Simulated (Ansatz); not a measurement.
Method: frozen-core CCSD(T)/cc-pVTZ // M06-2X/def2-TZVP (Ansatz, a first-principles code).

Ansatz 0.2 input:
```yaml
crystal:
  periodic: [false, false, false]
  atoms:
    - { symbol: C, position_ang: [1.792832, -0.538727, -0.318302] }
    - { symbol: Ga, position_ang: [-0.117808, -0.047699, -0.23346] }
    - { symbol: C, position_ang: [-1.71477, -1.172448, 0.11743] }
    - { symbol: O, position_ang: [-0.403712, 1.712144, -0.530509] }
    - { symbol: H, position_ang: [2.132087, -0.956045, 0.630662] }
    - { symbol: H, position_ang: [1.968014, -1.294397, -1.085221] }
    - { symbol: H, position_ang: [2.393459, 0.339421, -0.548779] }
    - { symbol: H, position_ang: [-2.394786, -1.139458, -0.735407] }
    - { symbol: H, position_ang: [-1.452926, -2.212639, 0.305365] }
    - { symbol: H, position_ang: [-2.261023, -0.79438, 0.983083] }
    - { symbol: H, position_ang: [-1.314151, 2.012038, -0.503963] }
basis:
  gaussian: { orbitals: cc-pVTZ }
correlation:
  method: ccsd_t
```

Output:

```
Functional definition: HF
1330 factors; integrals over basis functions are off by at most 1.0e-3 eV
mean field evaluation 1: about -56541.9320 eV, gradient 4.9e1 eV
mean field evaluation 2: about -56542.0110 eV, gradient 4.9e1 eV
mean field evaluation 4: about -56546.7891 eV, gradient 4.4e0 eV
mean field evaluation 8: about -56546.8542 eV, gradient 2.2e-1 eV
mean field evaluation 16: about -56541.9325 eV, gradient 4.9e1 eV
mean field -56546.85437985 eV, -2078.0585696250 hartree, gradient 2.1e-6 eV, S^2 0.000000; 0 other end points of the search recorded, 0 dependent functions left out
12 core orbitals not correlated
reference -56546.85437985 eV, -2078.0585696250 hartree; 17, 17 occupied and 202, 202 virtual orbitals, 1330 factors
second order -21.03975652 eV of doubles, -0.00000000 eV of singles
cycle   1  -21.20180846 eV  change   -1.6e-1 eV  update   1.1e-1
cycle   2  -21.75299613 eV  change   -5.5e-1 eV  update   3.1e-2
cycle   3  -21.87206792 eV  change   -1.2e-1 eV  update   1.7e-2
cycle   4  -21.86636143 eV  change    5.7e-3 eV  update   4.4e-3
cycle   5  -21.86528395 eV  change    1.1e-3 eV  update   2.4e-3
cycle   6  -21.86589861 eV  change   -6.1e-4 eV  update   7.6e-4
cycle   7  -21.86550572 eV  change    3.9e-4 eV  update   2.9e-4
cycle   8  -21.86548439 eV  change    2.1e-5 eV  update   8.5e-5
cycle   9  -21.86552133 eV  change   -3.7e-5 eV  update   3.0e-5
perturbative correction -0.89090263 eV, -0.0327400679 hartree
Total energy: -56569.61080381 eV, -2078.8948527806 hartree
```

Cost: roughly 8 core-minutes.
